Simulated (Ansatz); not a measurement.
Geometry optimisation, RKS r2SCANh-D4/def2-SVP (Ansatz 0.2.0).

The input (input.yaml):

```yaml
crystal:
  periodic: [false, false, false]
  atoms:
    - { symbol: Al, position_ang: [0.101034, -0.566248, -0.476214] }
    - { symbol: Cl, position_ang: [-0.099977, -0.027877, 2.895679] }
    - { symbol: F, position_ang: [1.426727, 0.368916, -0.756709] }
    - { symbol: F, position_ang: [-1.403897, -0.08201, -0.946604] }
    - { symbol: S, position_ang: [0.345734, -2.647174, 0.302579] }
    - { symbol: H, position_ang: [-0.981845, -2.884408, 0.196736] }
    - { symbol: H, position_ang: [0.133024, -1.285099, 2.505733] }
basis:
  gaussian: { orbitals: def2-SVP }
hamiltonian:
  xc: r2scanh
  dispersion: d4
relax:
  f_tol: 0.03
  max_steps: 50
```

Command:

```bash
$ ansatz run input.yaml --threads 4 --pin off --max-ram 5120MiB --backend cpu --events-out ev --progress --plain --runs-dir out
```

Question: Where does it end, and by what steps?

Answer: The run converged. After 19 steps the energy has fallen by 1.177 eV; H7 moved furthest, 1.30 Å. Parted: Cl2–H7 (1.34 → 3.04 Å). Joined: Al1–Cl2 (3.42 → 2.10 Å), S5–H7 (2.60 → 1.35 Å).

| step | energy less start (eV) | largest force component (eV/Å) | accepted |
| --- | --- | --- | --- |
| 0 | 0.0000 | 1.020 | yes |
| 1 | -0.1078 | 0.618 | yes |
| 2 | -0.1944 | 0.677 | yes |
| 3 | -0.2805 | 0.571 | yes |
| 4 | -0.2688 | 0.730 | no |
| 5 | -0.3092 | 0.305 | yes |
| 6 | -0.3152 | 0.187 | yes |
| 7 | -0.3208 | 0.386 | yes |
| 8 | -0.3312 | 0.452 | yes |
| 9 | -0.3516 | 0.399 | yes |
| 10 | -0.3973 | 0.492 | yes |
| 11 | -0.5833 | 0.975 | yes |
| 12 | -0.6749 | 2.504 | yes |
| 13 | -0.9482 | 0.593 | yes |
| 14 | -1.0501 | 1.213 | yes |
| 15 | -1.1324 | 0.670 | yes |
| 16 | -1.1605 | 0.290 | yes |
| 17 | -1.1719 | 0.127 | yes |
| 18 | -1.1756 | 0.111 | yes |
| 19 | -1.1774 | 0.018 | yes |

```xyz
7
Properties=species:S:1:pos:R:3
Al 0.047 -0.068 0.183
Cl -0.096 0.592 2.177
F 1.422 0.319 -0.658
F -1.374 -0.218 -0.669
S 0.356 -2.520 0.561
H -0.929 -2.798 0.244
H 0.095 -2.431 1.884
```

Whether the end is a true minimum wasn't checked by a vibrational analysis.

Run time: 23 s on 4 threads of Intel(R) Xeon(R) 6975P-C (Granite Rapids), with other jobs on the host, peak memory 0.24 GiB.
